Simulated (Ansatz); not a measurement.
`CNBCBr` → B• + Br• + 2 C• + 7 H• + N•  (atomization)

Computed with Ansatz on PBE0-D4/def2-TZVP structures; ΔE is electronic, products minus reactants. CCSD(T)/CBS adds triple-zeta CCSD(T) − MP2 to the extrapolated MP2 energy (def2 sets, frozen cores). This one scheme is used for every species, atoms too. DFT in def2-TZVPP. B3LYP here is the variant with VWN-RPA as its local correlation; programs differ in this. No spin–orbit coupling; open shells (•) take unrestricted orbitals. Spin–orbit coupling would lower the free atoms: a little for B, C; clearly for Br. For Br outer-core shells are correlated without core-valence functions, so the limit isn't a true one: a few kJ/mol of doubt a bond, and 10 to 20 or more in all where bonds break to atoms. Scalar relativity is left out up to krypton. Each species was taken in one conformer, which may not be the lowest.

`CNBCBr`:

Z-matrix (Å, degrees):
```
C
N 1 1.444
H 1 1.089 2 110.1
H 1 1.094 2 111.5 3 120.2
H 1 1.094 2 111.1 3 -119.0
B 2 1.387 1 128.8 3 0.8
H 2 1.008 1 113.5 3 176.8
C 6 1.578 2 122.7 1 -2.4
H 6 1.198 2 117.5 1 176.8
Br 8 1.962 6 105.2 2 91.4
H 8 1.088 6 113.7 2 -154.0
H 8 1.088 6 116.9 2 -25.4
```

```json
{"level": "PBE-D4", "ΔE (kcal/mol)": "1085.8", "difference from CCSD(T)/CBS": "25.6"}
{"level": "r2SCAN-D4", "ΔE (kcal/mol)": "1064.5", "difference from CCSD(T)/CBS": "4.3"}
{"level": "PBE0-D4", "ΔE (kcal/mol)": "1069.3", "difference from CCSD(T)/CBS": "9.1"}
{"level": "B3LYP-D4", "ΔE (kcal/mol)": "1065.6", "difference from CCSD(T)/CBS": "5.4"}
{"level": "ωB97X-V", "ΔE (kcal/mol)": "1063.4", "difference from CCSD(T)/CBS": "3.2"}
{"level": "ωB97M-V", "ΔE (kcal/mol)": "1065.0", "difference from CCSD(T)/CBS": "4.8"}
{"level": "B2PLYP", "ΔE (kcal/mol)": "1052.7", "difference from CCSD(T)/CBS": "-7.5"}
{"level": "PBE", "ΔE (kcal/mol)": "1080.1", "difference from CCSD(T)/CBS": "19.9"}
{"level": "r2SCAN", "ΔE (kcal/mol)": "1063.1", "difference from CCSD(T)/CBS": "2.9"}
{"level": "PBE0", "ΔE (kcal/mol)": "1064.5", "difference from CCSD(T)/CBS": "4.3"}
{"level": "B3LYP", "ΔE (kcal/mol)": "1056.5", "difference from CCSD(T)/CBS": "-3.7"}
{"level": "HF/def2-TZVPP", "ΔE (kcal/mol)": "782.8", "difference from CCSD(T)/CBS": "-277.4"}
{"level": "MP2/def2-TZVPP", "ΔE (kcal/mol)": "1048.5", "difference from CCSD(T)/CBS": "-11.7"}
{"level": "SCS-MP2/def2-TZVPP", "ΔE (kcal/mol)": "1045.4", "difference from CCSD(T)/CBS": "-14.8"}
{"level": "CCSD/def2-TZVPP", "ΔE (kcal/mol)": "1019.2", "difference from CCSD(T)/CBS": "-41.0"}
{"level": "CCSD(T)/def2-TZVPP", "ΔE (kcal/mol)": "1034.1", "difference from CCSD(T)/CBS": "-26.1"}
{"level": "HF/def2-QZVPP", "ΔE (kcal/mol)": "783.6", "difference from CCSD(T)/CBS": "-276.6"}
{"level": "MP2/def2-QZVPP", "ΔE (kcal/mol)": "1063.8", "difference from CCSD(T)/CBS": "3.6"}
{"level": "SCS-MP2/def2-QZVPP", "ΔE (kcal/mol)": "1062.6", "difference from CCSD(T)/CBS": "2.4"}
{"level": "HF/CBS(def2)", "ΔE (kcal/mol)": "783.8", "difference from CCSD(T)/CBS": "-276.4"}
{"level": "MP2/CBS(def2)", "ΔE (kcal/mol)": "1074.6", "difference from CCSD(T)/CBS": "14.4"}
{"level": "CCSD/CBS(def2)", "ΔE (kcal/mol)": "1045.3", "difference from CCSD(T)/CBS": "-14.9"}
{"level": "CCSD(T)/CBS", "ΔE (kcal/mol)": "1060.2", "difference from CCSD(T)/CBS": "0"}
```

Largest T1 diagnostic among the species: 0.014.

The D4 term adds +9.2 kcal/mol with B3LYP and +4.8 kcal/mol with PBE0; it sums over pairs of atoms, weighted by their polarisabilities, and B3LYP, whose exchange is more repulsive, gets the larger term. In def2-TZVPP, CCSD(T) changes the Hartree–Fock value by +251.3 kcal/mol (the triples alone add +14.8 kcal/mol) and MP2 by +265.7 kcal/mol; breaking electron pairs costs correlation energy, which Hartree–Fock lacks.

For atomizations the MP2-based limit and the directly extrapolated one differ by several kJ/mol either way, and by 10 to 25 for some Ge, Se and Sn compounds, so smaller differences from it don't rank the levels.
